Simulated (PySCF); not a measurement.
Radial density of Tm(2+) (thulium, charge +2)

UHF, [Xe] 4f12 6s1, one real determinant (an excited configuration). Calculation: PySCF 2.14, in x2c-TZVPPall; scalar relativity by spin-free X2C-1e.

```tsv
r (bohr)	4πr²ρ (e/bohr)	4πr²(ρα − ρβ)
0.0244	82.08	0.0007
0.0410	102.3	0.0060
0.0690	122.1	0.0062
0.116	94.29	0.0531
0.195	107.0	0.5409
0.328	51.77	2.1198
0.552	56.90	2.8725
0.929	18.87	1.4059
1.56	6.874	0.1659
2.63	0.8853	0.3729
4.42	0.1881	0.1873
7.43	0.001176	0.0012
```

Densities and radii are taken from the X2C orbitals without a picture-change correction, which distorts them close to the nucleus.

⟨L²⟩ = 24.07 against 30 for a pure H term, so this real determinant mixes terms. Spin-orbit coupling, absent here, splits the open shell strongly.
